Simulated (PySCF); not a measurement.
Radial density of Ga⁺ (gallium, charge +1)

UHF, [Ar] 3d9 4s2 4p1, one real determinant (an excited configuration). Computed with PySCF 2.14 in ANO-RCC-VTZP (6s5p3d1f, 43 functions), with the spin-free X2C one-electron Hamiltonian (Gaussian nucleus).

```tsv
r (bohr)	4πr²ρ (e/bohr)	4πr²(ρα − ρβ)
0.000670	0.1962	0.0000
0.00113	0.4903	0.0000
0.00189	1.201	0.0000
0.00319	2.866	0.0001
0.00536	6.535	0.0001
0.00902	13.73	0.0003
0.0152	25.07	0.0007
0.0255	36.09	0.0021
0.0429	36.42	0.0077
0.0722	30.33	0.0272
0.121	40.48	0.0843
0.204	37.59	0.3141
0.344	20.77	1.0289
0.578	26.26	1.3868
0.972	10.58	0.6227
1.63	2.548	0.4584
2.75	0.9868	0.3671
4.62	0.08581	0.0544
7.78	0.0006737	0.0007
```

Densities and radii are taken from the X2C orbitals without a picture-change correction, which distorts them close to the nucleus.

⟨L²⟩ = 8.04 against 12 for a pure F term, so this real determinant mixes terms.
